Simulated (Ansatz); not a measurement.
Isolated molecules relaxed with PBE0-D4/def2-TZVP in Ansatz; ΔE leaves out vibrations. CBS: MP2 limit from def2 TZ/QZ plus the TZ coupled-cluster correction, frozen cores. This one scheme is used for every species. Functionals use def2-TZVPP.

Reaction (formal exchange of groups at the Si–Cl bond): `C#C[Si](F)(F)Cl` + acetylene → `C#C[Si](F)(F)C#C` + HCl

```
           species  RPA@PBE/def2-TZVPP energy (Eh)
 `C#C[Si](F)(F)Cl`                     -1025.53413
             `C#C`                       -77.33737
`C#C[Si](F)(F)C#C`                      -642.41914
               HCl                      -460.43307
```

Problem. Work out ΔE.

Solution. ΔE = (-642.41914) + (-460.43307) − (-1025.53413) − (-77.33737) = 0.01929 Eh = +0.52 eV. CCSD(T)/CBS gives +0.61 eV.

Largest T1 diagnostic among the species: 0.013.

From BLYP to BHLYP (50 % exact exchange), in def2-TZVPP and without D4, ΔE moves by +0.05 eV. In def2-TZVPP, CCSD(T) changes the Hartree–Fock value by −0.08 eV (the triples alone add −0.01 eV) and MP2 by −0.06 eV.
